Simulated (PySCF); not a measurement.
Si(Cl)2(vinyl)(OH) (C2H4Cl2OSi), SMILES C=C[Si](O)(Cl)Cl.

Geometry: TPSSh-D3(BJ)/def2-SVP. Other conformers were not sampled.

Calculation: TDA-M06-2X/def2-SVPD run with PySCF.

Vertical excitations. Gas-phase values at a fixed geometry. State labels are in the subgroup Cs.

Problem. List the lowest excited states. (The exact figures need the calculation; the answer reports its results.)

Solution. 
```tsv
state	symmetry	energy (eV)	λ (nm)	f	main pairs
S1	A"	6.71	185	0.007	HOMO−2→LUMO 79 %, HOMO−5→LUMO 13 %
S2	A'	7.59	163	0.596	HOMO→LUMO 86 %
S3	A"	7.73	160	0.009	HOMO→LUMO+1 70 %, HOMO→LUMO+3 11 %
S4	A'	7.86	158	0.007	HOMO−1→LUMO 93 %
S5	A"	7.98	155	0.024	HOMO→LUMO+2 30 %, HOMO−1→LUMO+1 29 %, HOMO−1→LUMO+2 8 %, HOMO−5→LUMO 6 %
S6	A"	8.04	154	0.000	HOMO−1→LUMO+1 26 %, HOMO→LUMO+2 21 %, HOMO−3→LUMO+1 10 %, HOMO−4→LUMO 7 %
S7	A"	8.25	150	0.000	HOMO−5→LUMO 24 %, HOMO−7→LUMO 14 %, HOMO−9→LUMO 13 %, HOMO−4→LUMO 12 %
S8	A'	8.29	149	0.058	HOMO−3→LUMO 65 %, HOMO−2→LUMO+2 11 %
S9	A'	8.45	147	0.070	HOMO−2→LUMO+1 49 %, HOMO−3→LUMO 22 %, HOMO−2→LUMO+2 11 %
S10	A"	8.45	147	0.005	HOMO−4→LUMO 23 %, HOMO−1→LUMO+2 21 %, HOMO−1→LUMO+1 19 %, HOMO−1→LUMO+5 6 %
T1	A'	4.48	277	0	HOMO→LUMO 90 %
T2	A"	6.27	198	0	HOMO−2→LUMO 79 %, HOMO−5→LUMO 15 %
T3	A"	7.59	163	0	HOMO→LUMO+1 23 %, HOMO−1→LUMO+2 21 %, HOMO−1→LUMO+1 17 %, HOMO−1→LUMO+5 5 %
T4	A"	7.64	162	0	HOMO→LUMO+1 40 %, HOMO−1→LUMO+1 14 %, HOMO→LUMO+2 10 %, HOMO→LUMO+3 6 %
```
Triplets are in the Tamm–Dancoff approximation.
